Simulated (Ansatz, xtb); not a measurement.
## Ligand exchange: CH6GeO + C3H5NO → CH6GeO2 + C3H5N

Species: CH6GeO `C[O][GeH3]`, singlet; C3H5NO (3-hydroxypropionitrile) `N#CCCO`, singlet; CH6GeO2 `C[O][GeH2][OH]`, singlet; C3H5N `CCC#N`, singlet. The partners trade H for OH: Ge–H and C–OH bonds give way to Ge–OH and C–H.

Shapes, held fixed at every level: PBE0-D4/def2-TZVP. Flexible molecules stand in one conformer, not always the lowest. Programs: Ansatz 0.2.0, xtb 6.7.1. The zero-point and thermal change to 298 K, harmonic and unscaled (PBE0-D4/def2-TZVP), is +3.9 kJ/mol.

```
              level                    kind  ΔH(298 K) (kJ/mol)  less CCSD(T)/def2-TZVPP  CPU time (sum over the molecules)
           GFN2-xTB          semi-empirical              -108.8                    +15.1                             0.16 s
  PBE-D4/def2-TZVPP                     GGA              -113.9                    +10.0                               17 s
B3LYP-D4/def2-TZVPP           global hybrid              -119.2                     +4.7                               29 s
 PBE0-D4/def2-TZVPP           global hybrid              -116.3                     +7.6                               19 s
 wB97X-V/def2-TZVPP  range-separated hybrid              -118.9                     +5.0                               46 s
  B2PLYP/def2-TZVPP           double hybrid              -124.6                     -0.7                               36 s
     MP2/def2-TZVPP     perturbation theory              -131.8                     -7.9                                  –
   CCSD(T)/def2-SVP   coupled cluster or CI              -111.2                    +12.7                               33 s
 CCSD(T)/def2-TZVPP   coupled cluster or CI              -123.9                      0.0                            6.9 min
```

The highest level, CCSD(T)/def2-TZVPP, gives ΔH(298 K) = -123.9 kJ/mol; the levels span -131.8 to -108.8. The column of differences is taken from that level and isn't an error. No measured value is set beside it here. Relativity is left out for Ge. Outer-core shells of Ge are correlated, in sets that cover them unevenly. Times are processor times on shared x86 and Arm servers, and rough.
